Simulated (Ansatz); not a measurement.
One change: `CN(C)[Si]N(C)C` becomes `C[Si]N(C)C`.

Ansatz, PBE0-D4/def2-TZVP geometries, multiplicity 1. Each molecule was computed in one conformer, which needn't be the lowest.

```tsv
property	`CN(C)[Si]N(C)C`
HOMO–LUMO gap (PBE/def2-TZVPP) / eV	3.36
HOMO–LUMO gap (ωB97M-V/def2-TZVPP) / eV	9.25
LUMO energy (PBE/def2-TZVPP) / eV	-1.34
LUMO energy (ωB97M-V/def2-TZVPP) / eV	1.29
size of the dipole moment (ωB97M-V/def2-TZVPP) / D	1.81
HOMO energy (ωB97M-V/def2-TZVPP) / eV	-7.97
```

**Question.** Give the same properties after the change, and the shifts. (Best estimate.)

**Answer.** The calculation gave: 
```csv
property,`C[Si]N(C)C`,shift
HOMO–LUMO gap (PBE/def2-TZVPP) / eV,2.91,-0.45
HOMO–LUMO gap (ωB97M-V/def2-TZVPP) / eV,8.79,-0.46
LUMO energy (PBE/def2-TZVPP) / eV,-1.91,-0.57
LUMO energy (ωB97M-V/def2-TZVPP) / eV,0.79,-0.50
size of the dipole moment (ωB97M-V/def2-TZVPP) / D,1.92,0.11
HOMO energy (ωB97M-V/def2-TZVPP) / eV,-8.00,-0.03
```

With PBE0 the HOMO falls by 0.07 eV and the LUMO falls by 0.56 eV, so the gap narrows by about 0.49 eV. PBE moves the HOMO by -0.13 eV and ωB97M-V by -0.03 eV. Dipoles are sizes alone; their direction can turn.
